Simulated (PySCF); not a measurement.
Bonds (- single, = double, # triple, : aromatic): C1-C2, C2-Si3, C2=P4, P4-C5, C5-C6, C6-C7, C7-C8, C8-C5. C1 carries H9, H10, H11; Si3 carries H12, H13, H14; C5 carries H15; C6 carries H16, H17; C7 carries H18, H19; C8 carries H20, H21. Stereochemistry as in C/C([SiH3])=P/C1CCC1. H17, H18, H20 are cis to P4 on the ring; H16, H19, H21 are trans to P4 on the ring.

[PySCF 2.14.0 with density-fitted response routines: shielding tensors at PBE0/pcSseg-1 (GIAO); coordinates at the GFN2-xTB level; one conformer; gas phase; non-relativistic Hamiltonian; rapidly exchanging positions averaged]

Q: List the cross peaks expected in HSQC, COSY and HMBC spectra.

A: 

HSQC (one-bond C–H):
```tsv
δH	δC
3.20 (H15)	38.9 (C5)
2.69 (H9/H10/H11)	33.9 (C1)
2.44 (H16/H21)	27.9 (C6/C8)
2.21 (H17/H20)	27.9 (C6/C8)
2.21 (H19)	19.5 (C7)
2.05 (H18)	19.5 (C7)
```

COSY cross peaks (H two or three bonds apart, from the bond graph; peaks can be absent where the dihedral angle is near 90°):
```tsv
δH	δH
3.20 (H15)	2.44 (H16/H21)
3.20 (H15)	2.21 (H17/H20)
2.44 (H16/H21)	2.21 (H17/H20)
2.44 (H16/H21)	2.21 (H19)
2.44 (H16/H21)	2.05 (H18)
2.21 (H17/H20)	2.21 (H19)
2.21 (H17/H20)	2.05 (H18)
2.21 (H19)	2.05 (H18)
```

HMBC (two and three bonds, from the bond graph):
```tsv
δH	δC
4.27 (H12/H13/H14)	212.2 (C2), 33.9 (C1)
3.20 (H15)	212.2 (C2), 27.9 (C6/C8), 19.5 (C7)
2.69 (H9/H10/H11)	212.2 (C2)
2.44 (H16/H21)	38.9 (C5), 27.9 (C6/C8), 19.5 (C7)
2.21 (H17/H20)	38.9 (C5), 27.9 (C6/C8), 19.5 (C7)
2.21 (H19)	38.9 (C5), 27.9 (C6/C8)
2.05 (H18)	38.9 (C5), 27.9 (C6/C8)
```

Referencing at the same level of theory: 1H, 13C vs TMS.

Short H···H contacts in this conformer between protons four or more bonds apart (candidates for NOE cross peaks, intensity ∝ r⁻⁶): H14···H15 2.41 Å, H10···H13 2.76 Å.

Shifts are as computed. Against solution values, carbons near 30 ppm lie about +3 ppm off and those near 130 ppm about +5 ppm. Of 1211 compounds with measured shifts, 218 miss one by over three times the rms of a fit or turn the order of signals round; such compounds aren't used in these exercises.
